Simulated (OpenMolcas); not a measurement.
**What dynamic correlation does to the levels of Te VI**

```json
{
  "Program": "OpenMolcas",
  "Basis": "ANO-RCC-VQZP [8s7p5d3f2g]",
  "Scalar Hamiltonian": "DKH2, point nucleus",
  "Active space": "1 electron in 4 orbitals (5s 5p)",
  "State averaging": "2S+1 = 2 even, 1 root; 2S+1 = 2 odd, 3 roots",
  "Spin-orbit coupling": "state interaction with AMFI integrals over the reference wave functions, term energies averaged over their components"
}
```

Methods on the same reference wave functions:
A. CASSCF
B. SS-CASPT2, IPEA 0.25 Eh, imaginary shift 0.1 Eh (closed shells correlated: 4d)

Energies in eV above 5s ²S_1/2, the measured ground level; measured values from the list in Rauch et al., Astron. Astrophys. 606, A105 (2017).

```tsv
Level	A	B	Measured
5s ²S_1/2	0.0000	0.0000	0.0000
5p ²P°_1/2	11.4033	11.709	11.5720
5p ²P°_3/2	12.6113	12.917	13.0370
```

Deviations, from unrounded energies. A percentage is the sum of absolute deviations over the sum of measured energies, with the sign that they share, or ± where signs differ.

```tsv
Against measurement	Levels	A	B
mean absolute deviation (cm-1)	2	2400	1000
other configurations (%)	2	-2.4	±1.0
```

B lies closest to measurement on these levels. The largest miss of B in the table is 5p ²P°_1/2, by +1100 cm-1. The ranking rests on the paired levels alone, and a cruder setting can come out closer through cancelling errors.

The lowest spin-free term lies below A's lowest term by 0.405 hartree in B.

With one active electron the reference holds no correlation, so core polarisation is missing (holds for A). With one active electron, CASPT2 adds the correlation within the correlated inactive shells and between them and that electron, and leaves the splitting within a term as the reference gives it (holds for B). Computed and measured levels are paired by configuration, term and J; levels that our copy of the source lacks, or whose pairing is in doubt (as where it misses far off the trend of its configuration), stay unpaired and out of the deviations. Levels of configurations outside the active space are missing.

° marks odd parity.
